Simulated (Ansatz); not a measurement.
CF$_{6}$OSi (`FC(F)(F)O[Si](F)(F)F`), relaxed with RKS PBE-D4/def2-SVP in Ansatz 0.2.0 from a rough embedded geometry. The force threshold is 0.03 eV/Å; the program also tests the step.

Total charge 0; spin multiplicity 1.

Start:

```xyz
9

F     0.842    0.922   -1.508
C    -0.032    1.177   -0.468
F    -1.337    0.923   -0.828
F     0.111    2.559   -0.166
O     0.340    0.491    0.666
Si    0.066   -1.130    0.582
F    -1.466   -1.406    0.795
F     0.550   -1.643   -0.829
F     0.926   -1.893    1.757
```

Q: By how much does the energy fall, and how many steps does the optimiser take? (Best estimate.)

A: Computed: 42.97 kJ/mol, in 7 steps, 1 of them rejected.

Q: Which bonds change most? (An estimate is asked.)

A: Computed: C2–F4 from 1.422 to 1.335 Å; Si6–F9 from 1.643 to 1.601 Å; F1–C2 from 1.381 to 1.343 Å; Si6–F7 from 1.571 to 1.603 Å.

Q: Give the relaxed structure. (Best estimate.)

A: Computed: 
```xyz
9

F     0.973    1.256   -1.459
C     0.032    1.272   -0.501
F    -1.148    0.926   -1.071
F    -0.072    2.514   -0.024
O     0.352    0.425    0.516
Si    0.031   -1.206    0.600
F    -1.488   -1.477    1.037
F     0.305   -1.913   -0.814
F     1.015   -1.796    1.716
```
